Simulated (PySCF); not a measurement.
# C6H10ClSi: g tensor and hyperfine couplings

Species: C₆H₁₀ClSi (doublet state).
Geometry (GFN2-xTB, Å), atoms numbered from 1 in this order:
```xyz
18
C6H10ClSi angstrom
C      3.177   -1.595   -1.654
C      2.433   -1.091   -0.646
Cl     2.958   -1.419    0.984
C      1.265   -0.321   -0.811
C      0.475    0.197    0.211
C     -0.636    0.962    0.002
C     -1.496    1.473    1.077
Si    -3.007    0.298    1.299
H      2.892   -1.421   -2.675
H      4.062   -2.176   -1.473
H      0.977   -0.125   -1.835
H      0.768   -0.012    1.231
H     -0.943    1.177   -1.013
H     -0.951    1.525    2.020
H     -1.869    2.469    0.838
H     -3.849    0.841    2.367
H     -2.514   -1.032    1.647
H     -3.750    0.257    0.039
```

The hyperfine couplings belong to this conformer and change with its torsions.

Identity: `C=C(Cl)/C=C/[CH]C[SiH3]` [radical].

Computed, not measured: PySCF, UKS B3LYP, pcH-1 on C Cl H Si, non-relativistic, mean-field spin-orbit, GIAO. Geometry: GFN2-xTB, one conformer, isolated molecule. The geometry wasn't refined by DFT: couplings that depend on bond lengths, twists or pyramidal angles can differ widely from those at the functional's own minimum. The SCF solution wasn't tested for stability. ⟨S²⟩ is 0.789 where a pure state has 0.75.

| Item | Value |
| --- | --- |
| g1, g2, g3 | 2.00202, 2.00223, 2.00264 |
| g_iso | 2.00230 |
| Form of g | rhombic: the two nearest values differ by 34 % of g3 − g1 |
| ⟨S²⟩ | 0.7894 (exact 0.7500) |

Hyperfine couplings atom by atom, in MHz; T1 to T3 are the principal values of the dipolar part:

| atom | isotope | a_iso | of which spin–orbit | T1 | T2 | T3 | Mulliken spin population |
| --- | --- | --- | --- | --- | --- | --- | --- |
| C1 | 13C | 37.7 | 0.0 | -36.0 | -34.5 | 70.4 | 0.47 |
| C2 | 13C | -44.4 | -0.1 | -25.5 | 10.9 | 14.6 | -0.20 |
| Cl3 | 35Cl | -1.3 | 0.0 | -5.5 | 1.5 | 4.0 | -0.01 |
| C4 | 13C | 46.5 | -0.1 | -40.9 | -40.4 | 81.2 | 0.51 |
| C5 | 13C | -38.3 | 0.0 | -24.1 | 9.9 | 14.2 | -0.21 |
| C6 | 13C | 41.4 | -0.1 | -38.4 | -37.4 | 75.8 | 0.48 |
| C7 | 13C | -14.4 | 0.0 | -2.5 | -0.4 | 2.9 | -0.03 |
| Si8 | 29Si | -69.3 | 0.1 | -10.6 | 4.9 | 5.7 | 0.03 |
| H9 | 1H | -27.3 | 0.0 | -14.5 | -1.2 | 15.7 | -0.02 |
| H10 | 1H | -29.5 | 0.0 | -17.5 | -0.2 | 17.7 | -0.02 |
| H11 | 1H | -30.7 | 0.0 | -14.7 | -2.5 | 17.2 | -0.02 |
| H12 | 1H | 10.2 | 0.0 | -3.9 | -1.6 | 5.5 | 0.01 |
| H13 | 1H | -29.6 | 0.0 | -15.4 | -1.5 | 16.9 | -0.02 |
| H14 | 1H | 14.4 | 0.0 | -2.1 | -1.9 | 4.0 | 0.01 |
| H15 | 1H | 34.8 | 0.0 | -2.5 | -1.8 | 4.4 | 0.01 |
| H16 | 1H | 16.3 | 0.0 | -1.2 | -0.6 | 1.7 | 0.01 |
| H17 | 1H | -2.0 | 0.0 | -1.7 | -0.6 | 2.3 | 0.00 |
| H18 | 1H | -1.8 | 0.0 | -1.6 | -0.8 | 2.4 | 0.00 |

The largest Mulliken spin populations are on C4 (+0.51), C6 (+0.48), C1 (+0.47) and C5 (-0.21). Three atoms exceed +0.15. The positive populations add up to 1.53 and the negative ones to -0.53, together 2S = 1. The angles at C4 add up to 360.0°, so it is planar.

The SMILES `C=C(Cl)/C=C/[CH]C[SiH3]` draws the unpaired electron on C6, whose computed spin population is only +0.48.

Under fast tumbling the dipolar parts average out, and these isotropic splittings remain (the largest six): 1 × 1H (H11, I = 1/2, 2 lines) with 1.10 mT, 1 × 1H (H13, I = 1/2, 2 lines) with 1.06 mT, 1 × 1H (H10, I = 1/2, 2 lines) with 1.05 mT, 1 × 1H (H9, I = 1/2, 2 lines) with 0.97 mT, 2 × 1H (H14/H15, I = 1/2, 3 lines) with 0.88 mT and 1 × 1H (H12, I = 1/2, 2 lines) with 0.37 mT.

Nuclei that the bonding pattern makes equivalent are averaged, as if the motion that swaps them (rotation, inversion, ring flip) were fast. The three 1H nuclei of mean +4.2 MHz run from -2.0 to 16.3 MHz in the frozen geometry. The 1H value of +24.6 MHz is a mean of couplings from 14.4 to 34.8 MHz in this one geometry, not an average over conformers.

Main isotope only: 35Cl (natural samples also hold 24 % 37Cl, magnetic too, which adds its own pattern).

The 13C coupling of C4 (46.5 MHz) shows only in satellite lines or after enrichment, since that isotope makes up about 1.07 % of natural carbon.

The 29Si coupling of Si8 (-69.3 MHz) shows only in satellite lines or after enrichment, since that isotope makes up about 4.7 % of natural silicon.

β density exceeds α density at some nuclei, such as C2 (-0.0394), C5 (-0.0341) and C7 (-0.0128), spin density in bohr⁻³. In a single determinant that takes different orbitals for the two spins, that is spin polarisation.

Time: 2.2 min wall (grids of density and orbitals included); peak memory 1.1 GiB. Hardware: an Arm Neoverse V1 with one thread (shared host).
